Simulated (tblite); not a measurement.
Species: C8H14N2.
Atom-mapped SMILES: `[CH:1]#[C:2][CH2:3][N:4]([CH2:5][CH2:6][CH3:7])/[N:8]=[CH:9]/[CH3:10]` (hydrogens: H11 on C1; H12, H13 on C3; H14, H15 on C5; H16, H17 on C6; H18, H19, H20 on C7; H21 on C9; H22, H23, H24 on C10)

Computed with GFN2-xTB (tblite), gas phase: L-BFGS steps from a force-field or distance-geometry start until the largest atomic force falls under 0.01 eV/Å.

At the end of the run (lengths in Å): N4–N8 1.329, N8=C9 1.267, C3–N4 1.454, N4–C5 1.442, C2–C3 1.454, C1≡C2 1.197, C1–H11 1.049, N4–N8–C9 125.0°, C1–C2–C3 175.7°, N8–C9–C10 119.1°, C5–N4–N8 115.2°, C2–C3–N4–C5 92°, C3–N4–C5–C6 -66°, N4–C5–C6–C7 -65°, H14–C5–N4–C3 56°, H12–C3–N4–C5 -30°.

Question: These geometries were met on the way; a selection of coordinates is given. Order them by energy above the end point, lowest first.
A. N4–N8 1.325, N8=C9 1.268, C3–N4 1.450, N4–C5 1.437, C2–C3 1.452, C1≡C2 1.197, C1–H11 1.048, N4–N8–C9 123.7°, C1–C2–C3 176.9°, N8–C9–C10 119.2°, C5–N4–N8 116.6°, C2–C3–N4–C5 98°, C3–N4–C5–C6 -72°, N4–C5–C6–C7 -66°, H14–C5–N4–C3 50°, H12–C3–N4–C5 -23°
B. N4–N8 1.338, N8=C9 1.266, C3–N4 1.458, N4–C5 1.445, C2–C3 1.462, C1≡C2 1.201, C1–H11 1.052, N4–N8–C9 123.7°, C1–C2–C3 179.2°, N8–C9–C10 121.8°, C5–N4–N8 117.4°, C2–C3–N4–C5 99°, C3–N4–C5–C6 -74°, N4–C5–C6–C7 -64°, H14–C5–N4–C3 47°, H12–C3–N4–C5 -22°
C. N4–N8 1.373, N8=C9 1.293, C3–N4 1.479, N4–C5 1.466, C2–C3 1.476, C1≡C2 1.197, C1–H11 1.067, N4–N8–C9 120.1°, C1–C2–C3 178.4°, N8–C9–C10 119.2°, C5–N4–N8 116.2°, C2–C3–N4–C5 100°, C3–N4–C5–C6 -76°, N4–C5–C6–C7 -64°, H14–C5–N4–C3 47°, H12–C3–N4–C5 -21°
D. N4–N8 1.329, N8=C9 1.269, C3–N4 1.453, N4–C5 1.440, C2–C3 1.453, C1≡C2 1.196, C1–H11 1.048, N4–N8–C9 123.6°, C1–C2–C3 178.1°, N8–C9–C10 121.3°, C5–N4–N8 117.2°, C2–C3–N4–C5 99°, C3–N4–C5–C6 -74°, N4–C5–C6–C7 -64°, H14–C5–N4–C3 48°, H12–C3–N4–C5 -22°
E. N4–N8 1.346, N8=C9 1.259, C3–N4 1.477, N4–C5 1.455, C2–C3 1.461, C1≡C2 1.215, C1–H11 1.050, N4–N8–C9 122.9°, C1–C2–C3 179.5°, N8–C9–C10 121.5°, C5–N4–N8 117.6°, C2–C3–N4–C5 100°, C3–N4–C5–C6 -75°, N4–C5–C6–C7 -64°, H14–C5–N4–C3 47°, H12–C3–N4–C5 -22°

Answer: A (0.020 eV), D (0.035 eV), B (0.059 eV), E (0.113 eV), C (0.192 eV).

```csv
step,E above end (eV),"rms distance from the end, all atoms (Å)",largest force (eV/Å),rms shift of all bonds from the end (Å)
17,0.020,0.141,0.110,0.002
9,0.035,0.159,0.092,0.001
4,0.059,0.165,0.471,0.004
1,0.113,0.167,1.920,0.009
0,0.192,0.168,2.098,0.015
```

Rows stand in the order of the answer.
